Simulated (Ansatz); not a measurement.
Basis-set extrapolation for `C=N[SiH2]N[SiH3]` (PBE0-D4/def2-TZVP geometry, frozen core, Ansatz). Multiplicity 1, RHF reference.

|  | def2-TZVPP | def2-QZVPP |
| --- | --- | --- |
| HF | -729.426959 | -729.453045 |
| MP2 correlation | -0.818478 | -0.876407 |
| CCSD(T) correlation | -0.907454 | not run |

Energies in hartree. Use E(X) = E(∞) + A·exp(−7.88·√X) for Hartree–Fock and E(X) = E(∞) + B·X^(−2.97) for correlation, with X = 3 and 4, and add CCSD(T) minus MP2 of the smaller set to the MP2 limit.

**Question.** What is the CCSD(T) energy at the basis-set limit?

**Answer.** HF limit: -729.453045 + (-0.026086) × 0.13774 = -729.45664. MP2 limit: -0.876407 + (-0.057929) × 0.74074 = -0.91932. Higher-order term: -0.907454 − (-0.818478) = -0.08898. Total: -730.46494 hartree, 342.7 kJ/mol below CCSD(T)/def2-TZVPP.
